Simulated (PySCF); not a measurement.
SMILES OB(O)O[Si](Cl)(Cl)Cl (H2BCl3O3Si) (PBE0/def2-SVP optimised geometry):

```
10

Si    -0.685    -0.974     0.000
Cl    -1.348     0.974     0.000
Cl     1.348    -0.974     0.000
Cl    -1.370    -1.898    -1.677
O     -1.235    -1.741     1.317
B     -2.029    -1.582     2.457
O     -2.643    -0.419     2.763
O     -2.184    -2.640     3.283
H     -2.482     0.286     2.127
H     -1.706    -3.414     2.971
```

Method: PySCF with PBE0/def2-TZVP.

### Question
What are the frontier orbital energies and the dipole moment?

### Answer
HOMO-2 -9.72 eV, HOMO-1 -9.63 eV, HOMO -9.59 eV, LUMO -0.46 eV, LUMO+1 0.48 eV; dipole moment 1.72 D.

On the same geometry PySCF with PBE/def2-TZVP gives HOMO-2 -8.20 eV, HOMO-1 -8.14 eV, HOMO -7.87 eV, LUMO -1.47 eV, LUMO+1 -0.38 eV; dipole moment 1.65 D.

Meta-Löwdin charges at PBE0/def2-TZVP: Si1 1.16, Cl2 -0.28, Cl3 -0.25, Cl4 -0.25, O5 -0.65, B6 0.59, O7 -0.52, O8 -0.52, H9 0.35, H10 0.36.
